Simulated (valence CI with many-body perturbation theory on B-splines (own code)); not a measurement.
The numbers below are computed, except where a source is named.
# Run record, Ta XXV

Method: valence CI with perturbative core correlation (CI+MBPT): three valence electrons over a frozen Dirac-Fock core [Kr] 4d10, radial functions for each j: 8 s, 8 p, 9 d, 9 f, 6 g, 3 h, 2 i, with the one-electron correlation potential Σ1 (screened to all orders), the two-electron term Σ2, the three-electron term Σ3, Breit, model QED; selected single and double excitations, second order for the rest, scaled by the run's own slope (own B-spline code, finite nucleus).

Command, and the settings that its task file holds:

```sh
python run_cv.py task.json out
```

```
atom Ta  Z=73  mass_number=181  rms_radius_fm=5.3507
core [Kr] 4d10
valence 4f3
avg = 1
basis = L
breit = 1
cap = 40000
capref = 1200
cscale = 1
de = 0.0
dress = 0
eps = 2e-08
extrap = 1
h = 0.27
hh = 1
l2 = 3
lcore = 6
maxit = 60
n2 = 5
natural = 1
nlev = 60
nno = [5, 5, 6, 7, 5, 3, 2]
nroot = 26
nsp = [3, 3, 3, 2, 1, 0, 0]
pt2 = 1
qed = 1
rpa = 1
s1 = 1
s2 = 1
s3 = 1
screen = 1
tol = 2e-05
whole = 1
```

Task: Roughly how long does this run take on one core of Intel(R) Xeon(R) Processor @ 2.30GHz, and how much memory?

Result: 3 min on 1 thread of Intel(R) Xeon(R) Processor @ 2.30GHz (shared host), peak memory 0.69 GiB.

Log. The first blocks belong to the next ion, which gives the ionisation energy. Fields: 2J, parity (1 odd), roots, reference size, generating configurations, candidates as configurations/state functions, variational space P, stored matrix elements, Davidson steps; e2 is the range of second-order energies in hartree. The first line gives the box (bohr), its intervals, the orbitals and the steps of their self-consistent field. Window is the range of levels sought, series limit the energy at which the first omitted orbital would enter, core excitation an estimate of the first excitation out of the core, left out the lowest levels not solved, and shifts from estimates the range by which levels moved from their first estimate, all in cm⁻¹.

```
rmax 6.0 intervals 59 orbitals 82 references ['4f3', '4f2 5s', '4f2 5p', '4f 5s2', '4f2 5d'] scf 4 t 1.7
2J=8 par=0 roots 2 ref 30 generators 3 cand 1186/1186 P 754/754 nnz 0 it 0
2J=8 par=0 roots 2 ref 30 generators 6 cand 462/462 P 969/969 nnz 0 it 0
   second order: generators 10 cand 247/247 e2 -0.00000 -0.00000
2J=4 par=0 roots 2 ref 45 generators 3 cand 1145/1145 P 836/836 nnz 0 it 0
2J=4 par=0 roots 2 ref 45 generators 4 cand 354/354 P 1030/1030 nnz 0 it 0
   second order: generators 9 cand 160/160 e2 -0.00000 -0.00000
2J=10 par=0 roots 2 ref 15 generators 3 cand 937/937 P 602/602 nnz 0 it 0
2J=10 par=0 roots 2 ref 15 generators 6 cand 350/350 P 752/752 nnz 0 it 0
   second order: generators 14 cand 200/200 e2 -0.00000 -0.00000
reference levels 727, estimated 88, window 884403 1/cm; series limit 3652194, core excitation 1582651
2J=9 par=1 roots 8 ref 62 generators 7 cand 3805/11696 P 2244/7999 nnz 1.6e+07 it 5
2J=9 par=1 roots 8 ref 62 generators 10 cand 5161/15296 P 3103/10711 nnz 2.7e+07 it 7
   second order: generators 14 cand 9263/26969 e2 -0.00003 -0.00000
2J=11 par=1 roots 6 ref 46 generators 6 cand 4514/12859 P 2079/7254 nnz 1.3e+07 it 4
2J=11 par=1 roots 6 ref 46 generators 7 cand 3160/8151 P 2753/9397 nnz 2.1e+07 it 4
   second order: generators 13 cand 8375/24523 e2 -0.00003 -0.00000
2J=13 par=1 roots 4 ref 27 generators 6 cand 3460/9373 P 2049/6056 nnz 8.9e+06 it 4
2J=13 par=1 roots 4 ref 27 generators 7 cand 3675/10428 P 2732/7913 nnz 1.4e+07 it 4
   second order: generators 10 cand 6086/18079 e2 -0.00002 -0.00000
2J=3 par=1 roots 7 ref 57 generators 9 cand 4803/11286 P 2483/6423 nnz 9.2e+06 it 5
2J=3 par=1 roots 7 ref 57 generators 11 cand 4794/11365 P 3317/8423 nnz 1.5e+07 it 6
   second order: generators 13 cand 6605/16250 e2 -0.00003 -0.00000
2J=5 par=1 roots 8 ref 70 generators 8 cand 5475/15226 P 2410/8000 nnz 1.5e+07 it 5
2J=5 par=1 roots 8 ref 70 generators 9 cand 3830/9796 P 3336/10666 nnz 2.5e+07 it 5
   second order: generators 13 cand 9698/26560 e2 -0.00004 -0.00000
2J=15 par=1 roots 3 ref 16 generators 3 cand 1424/3720 P 1292/3907 nnz 4.4e+06 it 6
2J=15 par=1 roots 3 ref 16 generators 3 cand 949/2329 P 1640/4955 nnz 7e+06 it 6
   second order: generators 3 cand 601/1281 e2 -0.00000 -0.00000
2J=7 par=1 roots 8 ref 72 generators 8 cand 5555/16574 P 2156/7999 nnz 1.6e+07 it 5
...
2J=11 par=0 roots 3 ref 41 generators 5 cand 6169/19581 P 2644/8465 nnz 1.6e+07 it 4
   second order: generators 10 cand 9010/29187 e2 -0.00002 -0.00002
2J=13 par=0 roots 2 ref 30 generators 2 cand 2363/7266 P 1613/4123 nnz 4.1e+06 it 4
2J=13 par=0 roots 2 ref 30 generators 4 cand 4298/13494 P 2266/6201 nnz 9.1e+06 it 4
   second order: generators 7 cand 5595/16728 e2 -0.00002 -0.00001
2J=1 par=0 roots 3 ref 23 generators 3 cand 2078/3459 P 2123/3433 nnz 2.4e+06 it 4
2J=1 par=0 roots 3 ref 23 generators 9 cand 3904/6301 P 2940/4868 nnz 4.5e+06 it 5
   second order: generators 15 cand 8654/14184 e2 -0.00002 -0.00001
left out: unestimated 1296297, estimated 1156955, shifts from estimates -10 to 45
operators 6.1
```

The Davidson iterations converged.

No measured levels were compared; by estimate terms of the open shell hold to a few per cent of their energy, and close levels can change places. Core correlation moves these levels by up to 46000 cm⁻¹, and in measured spectra 5 to 20 % of such shifts remained as error; rates that hang on mixing are uncertain with them.

```yaml
Valence_energy: -85.57033 hartree
Ionisation_energy: "728.61 eV (NIST: 750 ± 40 eV (theoretical))"
Reference_configurations_for_the_orbitals: 4f3, 4f2 5s, 4f2 5p, 4f 5s2, 4f2 5d
Radial_orbitals: 82
Box_radius: 5.973 bohr
Largest_variational_space: 11374
Lowest_levels: 4f³ ⁴I°_9/2 0.0, 4f³ ⁴I°_11/2 18008, 4f³ ⁴I°_13/2 33502, 4f³ ⁴F°_3/2 33682, 4f³ ²H°_9/2 [a] 41508, 4f³ ⁴F°_5/2 45891, 4f³ ⁴I°_15/2 47000, 4f³ ⁴S°_3/2 50828, 4f³ ⁴F°_7/2 51472, 4f³ ⁴G°_5/2 53655, 4f³ ⁴G°_7/2 61936, 4f³ ⁴F°_9/2 64895, 4f³ ²H°_11/2 [a] 66988, 4f³ ²K°_13/2 67437 cm⁻¹
```

Names give the largest LS component (configuration and term), which can be under half, so a name can repeat, a term be missing and a line seem to break the LS rules; names also repeat where a configuration has a term twice. Letters in brackets count levels of one name in rising energy.
